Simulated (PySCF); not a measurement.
How methods differ on the excitation energy of Ar²⁺

Ar²⁺ [Ne] 3s2 3p4 (3P) → Ar²⁺ [Ne] 3s2 3p3 4s1 (5S), as a difference of total energies. Calculation: PySCF 2.14, in aug-cc-pwCVDZ (6s5p3d, 36 functions); no relativity, point nucleus. Correlated levels: valence: [Ne] frozen; valence and next inner shell: 1s2 frozen; nothing frozen. The calculations carry no spin-orbit coupling.

```json
{"method": "UHF", "excitation energy (eV)": "20.913"}
{"method": "LDA", "excitation energy (eV)": "21.591"}
{"method": "PBE", "excitation energy (eV)": "21.550"}
{"method": "PBE0", "excitation energy (eV)": "21.677"}
{"method": "r2SCAN", "excitation energy (eV)": "21.932"}
{"method": "M06-L", "excitation energy (eV)": "22.371"}
{"method": "r2SCAN0", "excitation energy (eV)": "21.883"}
{"method": "LC-wPBE", "excitation energy (eV)": "22.103"}
{"method": "revPBE", "excitation energy (eV)": "21.615"}
{"method": "MP2 (valence)", "excitation energy (eV)": "21.000"}
{"method": "SCS-MP2 (valence)", "excitation energy (eV)": "21.159"}
{"method": "MP2 (valence and next inner shell)", "excitation energy (eV)": "20.998"}
{"method": "SCS-MP2 (valence and next inner shell)", "excitation energy (eV)": "21.148"}
{"method": "MP2 (all electrons)", "excitation energy (eV)": "20.999"}
{"method": "SCS-MP2 (all electrons)", "excitation energy (eV)": "21.149"}
```

Task: How much does correlation contribute at MP2 (all electrons)?

Result: 20.999 − (20.913) = 0.086 eV, measured against UHF.

A first-order spin-orbit estimate (lowest level to lowest level, LS coupling) adds 0.061 eV.

The promoted electron is Rydberg-like, and one or two diffuse shells describe it only roughly, which tends to raise the upper state.
